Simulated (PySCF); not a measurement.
AgF, charge -1, doublet, geometry from GFN2-xTB (such geometries of metal compounds can be far from the true shape) (the multiplicity is a formal guess) (core potentials on Ag) (in this run its highest filled SCF level lies above zero, so its values depend strongly on the basis, on diffuse functions most of all); DF-B3LYP/def2-TZVP in PySCF.

Input for PySCF:
```python
from pyscf import gto, scf, dft

mol = gto.M(
    atom='''
Ag   -0.00000000   -0.00000000   -0.38161718
F     0.00000000    0.00000000    1.99288972
''',
    basis='def2-tzvp',
    ecp={'Ag': 'def2-tzvp'},
    charge=-1,
    spin=1,
    verbose=3,
)

mf = dft.UKS(mol)
mf.xc = 'b3lyp'
mf = mf.density_fit(auxbasis='def2-universal-jkfit')
mf.kernel()
mf.analyze()
```

### Question
Write the output that PySCF gives for this input, abridged.

### Answer

```
converged SCF energy = -246.967284128048  <S^2> = 0.75204593  2S+1 = 2.0020449
**** MO energy ****
                             alpha | beta                alpha | beta
MO #1   energy= -24.3184607289025  | -24.3148996091259  occ= 1 | 1
MO #2   energy= -3.51866432843894  | -3.51706310671803  occ= 1 | 1
MO #3   energy= -2.11230190758838  | -2.1109535293796   occ= 1 | 1
MO #4   energy= -2.11230190326835  | -2.11095352595031  occ= 1 | 1
MO #5   energy= -2.10885896064574  | -2.10789252717479  occ= 1 | 1
MO #6   energy= -0.78905430776771  | -0.780197091019883 occ= 1 | 1
MO #7   energy= -0.134708764384779 | -0.123089726850638 occ= 1 | 1
MO #8   energy= -0.119234475824662 | -0.115525046122911 occ= 1 | 1
MO #9   energy= -0.119234473766156 | -0.115525033645566 occ= 1 | 1
MO #10  energy= -0.118550637819689 | -0.115441217993579 occ= 1 | 1
MO #11  energy= -0.118550626521847 | -0.11544121575076  occ= 1 | 1
MO #12  energy= -0.0749268926486175 | -0.0625804577446801 occ= 1 | 1
MO #13  energy= -0.0658391914701949 | -0.0625804116947967 occ= 1 | 1
MO #14  energy= -0.0658391488266504 | -0.0591321602735173 occ= 1 | 1
MO #15  energy= 0.0115923270378815 | 0.0769062806774201 occ= 1 | 0
MO #16  energy= 0.149997864866606  | 0.160094733034736  occ= 0 | 0
MO #17  energy= 0.149997867304753  | 0.160094733328533  occ= 0 | 0
MO #18  energy= 0.187082289896296  | 0.19700342542107   occ= 0 | 0
MO #19  energy= 0.25344496744367   | 0.264829000176306  occ= 0 | 0
MO #20  energy= 0.365664309319221  | 0.377188932629079  occ= 0 | 0
MO #21  energy= 0.365664311993053  | 0.377188933075675  occ= 0 | 0
MO #22  energy= 0.411499791121223  | 0.429300897331963  occ= 0 | 0
MO #23  energy= 0.591698011306004  | 0.602929141362315  occ= 0 | 0

WARN: System has nonzero charge -1; the dipole moment is origin-dependent.
Location of origin: [0. 0. 0.]

Dipole moment(X, Y, Z, Debye):  0.00000,  0.00000, -3.55603
```
